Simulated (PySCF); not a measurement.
Species: C₂H₃BBrFO₂.
SMILES with atom numbers: `[F:1][C@H:2]1[CH2:3][O:4][B:5]([Br:6])[O:7]1` (hydrogens: H8 on C2; H9, H10 on C3)

Method: PBE0-D3(BJ)/def2-SVP geometry optimisation, gas phase in PySCF 2.14.0.

Q: What internal coordinates does the optimisation give?

A: 
```tsv
bond	length (pm)	order
F1–C2	136.1	single
C2–C3	153.4	single
C3–O4	141.7	single
O4–B5	135.4	single
B5–Br6	189.7	single
B5–O7	137.1	single
C2–O7	139.3	single
C2–H8	110.1	single
C3–H9	110.0	single
C3–H10	110.1	single
```

Orders are formal, as drawn. A selection of angles:
```tsv
angle	degrees
F1–C2–C3	110.2
F1–C2–O7	109.0
F1–C2–H8	107.6
C3–C2–O7	104.8
C3–C2–H8	115.2
O7–C2–H8	109.9
C2–C3–O4	104.9
C2–C3–H9	110.2
C2–C3–H10	112.3
O4–C3–H9	110.5
O4–C3–H10	109.6
H9–C3–H10	109.3
C3–O4–B5	106.9
O4–B5–Br6	123.6
O4–B5–O7	113.7
Br6–B5–O7	122.7
C2–O7–B5	107.5
```

Torsions: F1–C2–C3–O4 102° (anticlinal); C2–C3–O4–B5 10° (synperiplanar); C3–O4–B5–Br6 177° (antiperiplanar); O4–B5–O7–C2 -8° (synperiplanar); F1–C2–O7–B5 -104° (anticlinal).

B5 (three-coordinate boron) is planar (angles 123.6°, 122.7° and 113.7°, sum 360.0°, 0.01 Å off the plane of its three neighbours). The C–O distances run from 1.393 Å (C2–O7, drawn single) to 1.417 Å (C3–O4, drawn single), a spread of 0.024 Å. The 5-membered ring C2–C3–O4–B5–O7 has internal angles of 104.8° to 113.7° (sum 538°, against 540° for a flat polygon); it is slightly puckered (a soft mode that the optimisation may not have finished), 0.06 Å rms from its mean plane, widest ring torsion 15°.

Point group: C1 (no symmetry element, even within 0.4 Å). PBE0-D3(BJ)/def2-SVP frequencies: not computed here. The numbers are those of one conformer.
